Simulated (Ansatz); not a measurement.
CH9BN2Si, SMILES `NBC(N)[SiH3]`, relaxed with RKS PBE0-D4/def2-TZVP in Ansatz 0.2.0 from a PBE-D4/def2-SVP geometry. The force threshold is 0.005 eV/Å; the program also tests the step.

The species carries charge 0 and has multiplicity 1.

Start:

```xyz
14

N     1.374    0.704   -1.583
B     0.694   -0.342   -0.942
C    -0.623   -0.090   -0.105
N    -1.411   -1.305    0.131
Si    0.031    0.463    1.605
H     2.257    0.569   -2.074
H     1.058    1.676   -1.576
H     1.172   -1.462   -1.012
H    -1.185    0.785   -0.531
H    -1.648   -1.774   -0.752
H    -2.300   -1.086    0.596
H    -1.112    0.493    2.591
H     0.615    1.853    1.527
H     1.079   -0.482    2.123
```

Task: How much energy does the relaxation release, and in how many steps? (An estimate is asked.)

Result: Computed: 1.22 kcal/mol, in 13 steps, 2 of them rejected.

Task: Which bonds change most? (Best estimate.)

Result: Ansatz gave: C3–Si5 from 1.912 to 1.890 Å; B2–H8 from 1.220 to 1.199 Å; C3–H9 from 1.124 to 1.105 Å; Si5–H12 from 1.510 to 1.491 Å.

Task: Give the relaxed structure. (Estimate.)

Result: The calculation gave: 
```xyz
14

N     1.383    0.700   -1.548
B     0.679   -0.350   -0.962
C    -0.605   -0.094   -0.097
N    -1.398   -1.301    0.135
Si    0.022    0.478    1.592
H     2.233    0.561   -2.064
H     1.111    1.667   -1.473
H     1.098   -1.463   -1.111
H    -1.175    0.751   -0.523
H    -1.625   -1.774   -0.729
H    -2.265   -1.095    0.614
H    -1.113    0.504    2.558
H     0.587    1.853    1.492
H     1.069   -0.437    2.116
```
